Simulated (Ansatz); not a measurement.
Species: C2H6BO2 (charge 0, doublet). It need not be the lowest isomer of its formula. 
Coordinates optimised at B3LYP-D3(BJ)/def2-TZVP (Ansatz, a first-principles code):
```
B
O 1 1.3635
H 2 0.9645 1 112.57
O 1 1.3727 2 117.79 3 1.52
H 4 0.9609 1 114.19 2 -178.99
C 1 1.5910 2 118.82 3 -176.43
H 6 1.0932 1 108.54 2 -25.18
H 6 1.0949 7 108.08 1 119.64
C 6 1.4872 7 110.88 8 121.62
H 9 1.0809 6 120.37 7 38.73
H 9 1.0814 10 117.66 6 -169.61
```
Charge 0, spin multiplicity 2.

Basis-set convergence of Hartree-Fock and CCSD(T) correlation energies (hartree) with Ansatz. Correlated levels leave the core frozen unless marked. UHF or UKS for open shells. No spin-orbit coupling. Non-relativistic.

```json
[
 {"basis": "cc-pVDZ", "functions": "100", "E(HF)": "-253.73320", "E(corr, CCSD(T))": "-0.77663"},
 {"basis": "cc-pVTZ", "functions": "234", "E(HF)": "-253.81460", "E(corr, CCSD(T))": "-0.96418"},
 {"basis": "cc-pVQZ", "functions": "455", "E(HF)": "-253.83326", "E(corr, CCSD(T))": "-1.02408"}
]
```

Extrapolating the two largest sets (X = 3 and 4) as X^-3: E(corr) = (64·(-1.02408) - 27·(-0.96418))/37 = -1.0678 Eh, an estimate of the basis-set limit. The largest set recovers 95.9 % of it, the smallest 72.7 %.
